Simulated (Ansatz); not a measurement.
```yaml
crystal:
  periodic: [true, true, true]
  atoms:
    - {symbol: N, position_ang: [-0.352488, 0.868969, -0.156860]}
    - {symbol: Al, position_ang: [0.299535, -0.727036, 0.113501]}
    - {symbol: F, position_ang: [1.455804, -0.977417, 1.249152]}
    - {symbol: F, position_ang: [-0.230002, -2.007883, -0.763061]}
    - {symbol: H, position_ang: [-0.069648, 1.692031, 0.347645]}
    - {symbol: H, position_ang: [-1.061201, 1.087235, -0.836576]}
basis:
  gaussian: {orbitals: aug-cc-pVTZ}
hamiltonian: {xc: {name: RPBE}}
output: {forces: true}
```

```sh
$ ansatz run in.yaml --threads 4 --pin off --events-out ev --progress --plain --max-ram 10444MiB
```

Output, abridged:

```
Error: YAML parse error: error: line 2 column 3: crystal: missing field `lattice` (a structure is typed as `lattice` and `atoms`, a molecule's as `atoms` in Å alone, or read from a run's directory, `checkpoint`)
 --> <input>:2:3
1 | crystal:
2 |   periodic: [true, true, true]
3 |   atoms:
4 |     - {symbol: N, position_ang: [-0.352488, 0.868969, -0.156860]}
```

**Question.** Something in this input is off. What?

**Answer.** The molecule is marked periodic without a cell. The input was rejected before any iteration.
